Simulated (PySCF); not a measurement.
Excitation energy of Rh by level of theory

Rh [Kr] 4d8 5s1 (4F) → Rh [Kr] 4d7 5s2 (4F), as a difference of total energies. All numbers are calculated (PySCF 2.14, the spin-free X2C one-electron Hamiltonian (Gaussian nucleus), in dyall-v2z). Correlated levels: valence: [Kr] frozen; virtual orbitals above 40 to 60 times the deepest correlated orbital energy dropped. The calculations carry no spin-orbit coupling.

```csv
method,excitation energy (eV)
UHF,1.299
LDA,1.958
PBE,1.977
PBE0,1.917
r2SCAN,1.941
HSE06,1.881
wB97X-V,1.871
TPSS,2.013
MP2 (valence),1.664
SCS-MP2 (valence),1.569
```

**Question.** How much does correlation contribute at MP2 (valence)?

**Answer.** 1.664 − (1.299) = 0.365 eV, measured against UHF.

A first-order spin-orbit estimate (lowest level to lowest level, LS coupling) adds -0.020 eV.
